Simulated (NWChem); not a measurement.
System: C6H6; SMILES C1(C=CC=C1)=C

NWChem input:

```
start job
memory heap 200 mb stack 900 mb global 1100 mb
geometry units angstroms
  C      0.000000     0.000000    -2.101512
  C      0.000000     0.000000    -0.756568
  C      0.000000    -1.177214     0.123897
  C      0.000000    -0.734815     1.403804
  C      0.000000     0.734815     1.403804
  C      0.000000     1.177214     0.123897
  H      0.000000     0.934417    -2.669585
  H      0.000000    -0.934417    -2.669585
  H      0.000000    -2.210457    -0.222741
  H      0.000000    -1.354228     2.301979
  H      0.000000     1.354228     2.301979
  H      0.000000     2.210457    -0.222741
end
basis spherical
  * library 6-31g*
end
dft
  xc hfexch
  iterations 150
end
driver
  maxiter 120
end
task dft optimize
task dft freq
```

The level has its own optimisation; frequencies are unscaled. Brackets give each atom's bonded neighbours.

Q: Give the results of this calculation. (Hartree-Fock/6-31G* (spherical d).) Quantities: r C–C [C(CCC)–C(CHH)] (Å); r C–H [C(CHH)–H(C)] (Å); r C–C [C(CCC)–C(CCH)] (Å); r C–H [C(CCH)–H(C)] (Å); highest harmonic frequency (cm⁻¹); lowest (cm⁻¹); zero-point energy (kcal/mol); dipole (D).

A: 
```json
{
 "r C–C [C(CCC)–C(CHH)] (Å)": "1.326",
 "r C–H [C(CHH)–H(C)] (Å)": "1.075",
 "r C–C [C(CCC)–C(CCH)] (Å)": "1.477",
 "r C–H [C(CCH)–H(C)] (Å)": "1.073",
 "highest harmonic frequency (cm⁻¹)": "3425",
 "lowest (cm⁻¹)": "224",
 "zero-point energy (kcal/mol)": "66.2",
 "dipole (D)": "0.43"
}
```
